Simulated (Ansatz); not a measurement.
CH5AlGaN, one more setting.

```yaml
crystal:
  periodic: [false, false, false]
  atoms:
    - {symbol: Al, position_ang: [0.222621, 1.705524, -0.244760]}
    - {symbol: C, position_ang: [1.235081, 0.134896, -0.749787]}
    - {symbol: N, position_ang: [0.213256, -0.287951, -0.109563]}
    - {symbol: Ga, position_ang: [-0.842252, -1.636704, 0.611781]}
    - {symbol: H, position_ang: [-0.839309, 2.277203, -1.273766]}
    - {symbol: H, position_ang: [0.593259, 2.432132, 1.114662]}
    - {symbol: H, position_ang: [1.986305, -0.553859, -1.155074]}
    - {symbol: H, position_ang: [-0.559946, -1.959634, 2.106650]}
    - {symbol: H, position_ang: [-2.009014, -2.111606, -0.300152]}
basis:
  gaussian: {orbitals: def2-mTZVPP}
hamiltonian: {xc: {name: revPBE}}
output: {forces: true}
```

```sh
$ ansatz run in.yaml --threads 2 --pin off --events-out ev --progress --plain --max-ram 4352MiB
```

Output, abridged:

```
Functional definition: revPBE
1234 factors; their error is unknown
mean field evaluation 1: about -61565.7666 eV, gradient 7.5e1 eV
mean field evaluation 2: about -61497.5651 eV, gradient 1.6e2 eV
mean field evaluation 4: about -61575.5758 eV, gradient 2.8e1 eV
mean field evaluation 8: about -61577.0376 eV, gradient 1.5e-1 eV
mean field evaluation 16: about -61577.0017 eV, gradient 1.8e-4 eV
mean field -61577.00170975 eV, -2262.9130744425 hartree, gradient 6.6e-5 eV, S^2 0.000000; 0 other end points of the search recorded, 0 dependent functions left out
reference -61577.00177629 eV, -2262.9130768877 hartree; 31, 31 occupied and 95, 95 virtual orbitals, 1234 factors
Total energy: -61577.00177629 eV, -2262.9130768877 hartree
Atom 0 at     0.222621     1.705524    -0.244760 Å, force    -0.100967     0.588667     0.022329 eV/Å
Atom 1 at     1.235081     0.134896    -0.749787 Å, force     0.683215     0.161493    -0.418420 eV/Å
Atom 2 at     0.213256    -0.287951    -0.109563 Å, force    -0.364247    -0.309213     0.238203 eV/Å
Atom 3 at    -0.842252    -1.636704     0.611781 Å, force    -0.227678    -0.390053     0.162017 eV/Å
Atom 4 at    -0.839309     2.277203    -1.273766 Å, force    -0.115658     0.056421    -0.111485 eV/Å
Atom 5 at     0.593259     2.432132     1.114662 Å, force     0.039880     0.073457     0.148525 eV/Å
Atom 6 at     1.986305    -0.553859    -1.155074 Å, force     0.213351    -0.137238    -0.120588 eV/Å
Atom 7 at    -0.559946    -1.959634     2.106650 Å, force     0.017843    -0.012739     0.175700 eV/Å
Atom 8 at    -2.009014    -2.111606    -0.300152 Å, force    -0.145738    -0.030794    -0.096282 eV/Å
Dipole moment:     0.060867    -0.644481     0.005442 e Å
```

Run time 2.3 s (2 threads of an Arm Neoverse V1 on a shared host); peak host memory 0.41 GiB.
